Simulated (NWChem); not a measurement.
**Correlation energy of HSi**

```
Si
H 1 1.5402
```
Charge 0, spin multiplicity 2.

The numbers come from NWChem runs, not from measurements. All single points use one geometry, from UPBE0/def2-SVP, a minimum by its harmonic frequencies.

Basis set: cc-pVTZ. Each correlation energy counts from its own Hartree-Fock reference.

The correlated methods keep 5 core orbitals frozen. This spin state was chosen for the runs; another may lie lower. The structure started from a generated list of species. The unpaired electrons of the parent sit in orbitals of symmetry b2 (C2v labels of the run); other states weren't searched. No SCF solution was tested for a lower state. Open-shell Hartree-Fock references start from PBE0 orbitals. Coupled-cluster values serve here as a point of comparison, not as the truth.

```csv
method,correlation energy (mHa)
URI-MP2,-80.6
UMP2,-80.6
SCS-UMP2,[?]
CCSD on ROHF,[?]
CCSD[T] on ROHF,-112.7
CCSD(T) on ROHF,-112.7
CCSD on UHF,[?]
CCSD[T] on UHF,-107.8
CCSD(T) on UHF,-107.7
CCSDT on ROHF,[?]
```

Task: Complete the blanks.

Result: 
- SCS-UMP2, correlation energy (mHa): -88.4
- CCSD on ROHF, correlation energy (mHa): -109.4
- CCSD on UHF, correlation energy (mHa): -104.7
- CCSDT on ROHF, correlation energy (mHa): -113.4
